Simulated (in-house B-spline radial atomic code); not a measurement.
A fraction x of an electron is removed from 5p in Xe3+, starting from [Kr] 4d10 5s2 5p3 and keeping the highest spin. Level of theory: scalar-relativistic (X2C) BHandHLYP, spin-polarised, spherical fractional occupations, Fermi nucleus of rms radius 4.7859 fm; calculated with an all-electron radial atomic-structure program (B-spline basis).

Caution: exact exchange at fractional occupations of open shells leaves self-interaction of up to several eV.

| x | E(x) - E(0) (eV) | 5p up level (eV) |
| --- | --- | --- |
| 0 | 0.0000 | -40.836 |
| 0.2 | 8.3411 | -42.578 |
| 0.32 | 13.5135 | -43.629 |
| 0.43 | 18.3659 | -44.597 |
| 0.5 | 21.5093 | -45.215 |
| 0.53 | 22.8698 | -45.481 |
| 0.73 | 32.1433 | -47.257 |
| 0.84 | 37.3955 | -48.239 |
| 0.97 | 43.7422 | -49.404 |
| 1 | 45.2284 | -49.674 |

The exact functional would give a straight line between the two integer points. Deviations E(x) - E(0) - x[E(1) - E(0)], in eV: -0.705 at x = 0.2, -0.96 at x = 0.32, -1.082 at x = 0.43, -1.105 at x = 0.5, -1.101 at x = 0.53, -0.873 at x = 0.73, -0.596 at x = 0.84, -0.129 at x = 0.97.

The curve lies below the straight line by up to 1.105 eV (at x = 0.5): convex, the delocalisation error, to which spherically averaged exact exchange adds.

Problem. How well does Slater's transition state (minus the level at half occupation) give the ionisation energy?

Solution. It gives 45.215 eV against 45.228 eV from the two total energies; NIST lists 42.20 eV, ground level to ground level. The end point has an open shell averaged over its orbitals, so its exact exchange keeps a self-interaction and this is no true integer point.
